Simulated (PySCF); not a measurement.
# Where the electron goes

Species: C6H10O2.
Z-matrix (Å and degrees, PBE0-D3(BJ)/def2-SVP geometry), rows numbered from 1:
```
C 
C   1  1.4927
C   2  1.3385  1  128.11
C   3  1.4932  2  126.52  1    -0.64
O   4  1.4329  3  111.56  2   117.04
C   5  1.3397  4  116.68  3    82.62
C   6  1.5007  5  110.94  4  -179.45
O   6  1.2033  5  123.54  4     0.61
H   1  1.0984  2  113.36  3    -0.41
H   1  1.1027  2  110.47  3  -121.57
H   1  1.1027  2  110.76  3   120.90
H   2  1.0970  1  115.11  3  -179.78
H   3  1.0949  2  118.77  1  -179.87
H   4  1.1015  3  110.04  2  -122.58
H   4  1.0966  3  112.40  2    -0.66
H   7  1.0998  6  109.63  5    60.28
H   7  1.0995  6  109.98  5   -57.24
H   7  1.0954  6  109.66  5  -178.71
```

Level of theory: TDDFT B3LYP/def2-SVPD, vertical, gas phase, core orbitals frozen in the response in PySCF 2.14.0, density-fitted response routines.

Kohn–Sham orbitals with the atoms that hold most of them (Löwdin shares over 4%, at most four atoms; ? is withheld):

| orbital | ε (eV) | atoms |
| --- | --- | --- |
| LUMO+2 | 0.43 | C1 18%, C2 10%, C3 8%, H11 7% |
| LUMO+1 | 0.01 | C6 32%, O8 26%, O5 13%, C7 8% |
| LUMO | ? | ? |
| HOMO | -7.19 | C3 34%, C2 33%, C1 8%, C4 5% |
| HOMO-1 | -7.78 | ? |
| HOMO-2 | -8.48 | O5 37%, O8 24%, C4 10%, C3 8% |
| HOMO-3 | -9.64 | O5 18%, C4 15%, C3 10%, C1 10% |

(1) Give the leading atoms of the HOMO-1.

(2) Give the leading atoms of the LUMO.

(3) What is the LUMO energy, and the HOMO–LUMO gap?

Answers

(1) O8 (bonded to C) 64%; O5 (bonded to 2 C) 11%; C6 (bonded to C and 2 O) 8%; C7 (bonded to C and 3 H) 8%. By element: oxygen 76%, carbon 15% or more.

(2) C2 (bonded to 2 C and H) 28%; C3 (bonded to 2 C and H) 23%; C6 (bonded to C and 2 O) 7%; C4 (bonded to C, O and 2 H) 6%.

(3) ε(LUMO) = -0.20 eV; the gap is 6.99 eV (0.2568 hartree).

Question: The HOMO–LUMO gap is 6.99 eV. Where does the response calculation put the lowest singlet, and from which orbitals?

Answer: S1 is at 5.86 eV (f = 0.0008), 1.13 eV below the gap, made of HOMO-1→LUMO+1 (70%), HOMO-1→LUMO (16%), HOMO→LUMO+1 (10%). Its leading pair isn't HOMO and LUMO; the energies of that pair differ by 7.78 eV. 

Next come S2 at 6.41 eV (f 0.014), HOMO→LUMO+1 (71%), HOMO→LUMO (16%), HOMO-1→LUMO+1 (8%); S3 at 6.70 eV (f 0.072), HOMO→LUMO+2 (52%), HOMO-1→LUMO (22%), HOMO→LUMO (14%); S4 at 6.76 eV (f 0.016), HOMO-1→LUMO (45%), HOMO→LUMO+2 (34%), HOMO-1→LUMO+1 (12%); S5 at 6.93 eV (f 0.334), HOMO→LUMO (48%), HOMO→LUMO+1 (11%), HOMO-2→LUMO (10%).

One conformer stands for the species.
